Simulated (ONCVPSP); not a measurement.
## vanadium (V), ONCV: configuration errors across variants

- Element: V (Z = 23)
- Generator: ONCVPSP 4.0.1
- Type: optimised norm-conserving Vanderbilt (ONCV)
- Functional: PBE
- Relativity: scalar-relativistic
- Frozen core: [Ne]
- Valence charge: 13
- Reference configuration: 3s2 3p6 3d3 4s1.5 4p0.5
- Partial waves: 3s+4s: rc 1.65 bohr, ncon 3, nbas 6, qcut 5.7 1/bohr, 2 projectors; 3p+4p: rc 1.80 bohr, ncon 3, nbas 8, qcut 7.5 1/bohr, 2 projectors; 3d: rc 1.65 bohr, ncon 3, nbas 7, qcut 9.9 1/bohr, local
- Local potential: the d channel
- Core correction: none

All-electron excitation energies from the reference (eV): (1) 3s2 3p6 3d3 4s2 4p0 -1.651; (2) 3s2 3p6 3d3 4s1 4p0 6.084; (3) 3s2 3p6 3d3 4s0 4p0 20.380; (4) 3s2 3p6 3d3.5 4s1.5 4p0 -1.596.

A true bound ghost makes a file unfit for plane-wave use even where its test errors are small: the radial tests pick states by their node count and pass the ghost by.

Errors AE − PS in meV (a dash: test not solved or not reliable):

| change | (1) | (2) | (3) | (4) | bound ghosts | GHOST(+) flags above zero |
| --- | --- | --- | --- | --- | --- | --- |
| base | +0.1 | -0.3 | -1.1 | -1.5 | s | none |
| s: qcut 4.7 | +0.1 | -0.2 | -1.0 | -1.5 | none | s |
| s: qcut 5.5 | +0.1 | -0.3 | -1.1 | -1.5 | s | none |
| s: qcut 6.4 | +0.1 | -0.3 | -1.1 | -1.5 | s | none |
| s: qcut 7.3 | +0.1 | -0.3 | -0.9 | -1.6 | s | none |
| s: qcut 8.5 | +0.2 | -0.3 | -0.7 | -1.6 | s | none |

Give the same row for: s: qcut 3.7.

0.0, -0.2, -0.6, -1.5; bound ghosts: s; GHOST(+) flags above zero: none.
